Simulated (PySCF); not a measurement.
Bromine: a sound run and one with changed settings

Sound run: Br [Ar] 3d10 4s2 4p5, Br⁺ [Ar] 3d10 4s2 4p4. Calculation: PySCF 2.14, in cc-pVDZ-DK (5s4p2d, 27 functions); the spin-free X2C one-electron Hamiltonian (Gaussian nucleus). In the sound run the correlated levels freeze [Ar] 3d10. The sound run starts from symmetry-adapted Hartree-Fock orbitals and uses a fine grid where one is needed.

Changed run: all electrons correlated in a basis built for the valence shell.

```csv
species,method,sound run (hartree),changed run (hartree),converged
Br,MP2,-2604.39056,-2604.41170,yes
Br⁺,MP2,-2603.97470,-2603.99460,yes
```

Ionisation energy of Br:

```json
{"method": "UHF", "sound run (eV)": "10.759", "changed run (eV)": "10.759"}
{"method": "MP2", "sound run (eV)": "11.316", "changed run (eV)": "11.350"}
{"method": "SCS-MP2", "sound run (eV)": "11.292", "changed run (eV)": "11.312"}
```

A valence basis has no tight correlating functions, so it recovers only part of the core correlation, and not evenly between atom and ion.

For comparison, NIST gives 11.814 eV between the lowest levels.
